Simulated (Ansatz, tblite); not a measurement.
Cost and result up the ladder for (F3Ge)2NMe (CH3F6Ge2N) (13 atoms). Total charge 0; singlet. Geometry: PBE-D4/def2-SVP.

Cartesian coordinates in Å:
```
Ge 1.483 -0.879 0.197
F 1.395 -2.024 1.491
F 2.814 0.177 0.538
F 1.831 -1.784 -1.233
N 0.005 0.165 0.004
C 0.031 1.590 0.401
Ge -1.540 -0.583 -0.582
F -2.873 -0.214 0.459
F -2.034 -0.053 -2.153
F -1.261 -2.291 -0.626
H 1.069 1.883 0.650
H -0.610 1.778 1.288
H -0.309 2.236 -0.434
```

Ansatz on 2 threads of AMD EPYC 7R13 on a shared host and a share (18 GiB) of an NVIDIA H100 80GB HBM3; xTB runs through tblite on one thread. Times are rough, summed over both states, and most runs start from the orbitals of an earlier one. ωB97X-V/def2-TZVP serves as the yardstick here, not as an exact answer. The other state is a doublet.

The xTB rows come from tblite.

Raw xTB energies of ions are shifted by several eV.

| level | functions | wall time |
| --- | --- | --- |
| GFN2-xTB | 53 | 0.024 s |
| GFN1-xTB | 56 | 0.03 s |
| PBE-D4/def2-TZVP | 362 | 16 s |
| ωB97X-V/def2-TZVP (with forces) | 362 | 17 s |
| PBE0-D4/def2-TZVP (with forces) | 362 | 21 s |

(1) Estimate what each level gives for the vertical IE (eV).

Results:

(1) 
```json
{"level": "GFN2-xTB", "vertical IE (eV)": "15.93", "difference from ωB97X-V/def2-TZVP (eV)": "4.83"}
{"level": "GFN1-xTB", "vertical IE (eV)": "15.22", "difference from ωB97X-V/def2-TZVP (eV)": "4.12"}
{"level": "PBE-D4/def2-TZVP", "vertical IE (eV)": "10.66", "difference from ωB97X-V/def2-TZVP (eV)": "-0.44"}
{"level": "ωB97X-V/def2-TZVP (with forces)", "vertical IE (eV)": "11.10", "difference from ωB97X-V/def2-TZVP (eV)": "0.00"}
{"level": "PBE0-D4/def2-TZVP (with forces)", "vertical IE (eV)": "10.97", "difference from ωB97X-V/def2-TZVP (eV)": "-0.13"}
```
